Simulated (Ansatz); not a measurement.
A structure relaxed at PBE0-D4/def2-SVP in Ansatz, charge 1, singlet:

Cartesian coordinates in Å:
```
Ir 0.062 0.073 0.259
F -0.713 1.438 1.440
N 0.987 -1.420 -0.887
H 1.692 -1.761 -0.217
H 1.485 -1.125 -1.730
H 0.417 -2.221 -1.164
F 1.422 -0.610 1.501
N -1.432 0.900 -0.957
H -1.821 1.610 -0.319
H -2.200 0.289 -1.239
H -1.132 1.385 -1.805
N 1.472 1.532 -0.175
H 2.312 1.242 0.340
H 1.128 2.372 0.306
H 1.752 1.796 -1.121
N -1.213 -1.230 1.250
H -1.834 -1.892 0.782
H -1.783 -0.624 1.853
H -0.600 -1.756 1.884
```

Problem. Give its formula, name or SMILES and point group.

Solution. cis-[IrF2(NH3)4]+ (IrN₄F₂H₁₂⁺). Point group C2v (tolerance 0.1 Å).

Problem. Summarise the bond lengths by kind (pairs closer than 1.2 times the sum of covalent radii, bridged metal pairs left out).

Solution. 4 × Ir–N 2.07 to 2.10 Å; 2 × F–Ir 1.96 Å; 12 × H–N 1.02 to 1.03 Å. The metal has 6 neighbours: F 1.96 Å, N 2.10 Å, F 1.96 Å, N 2.10 Å, N 2.08 Å, N 2.07 Å.

In the def2 sets Ir takes a core potential; there is no spin–orbit coupling.
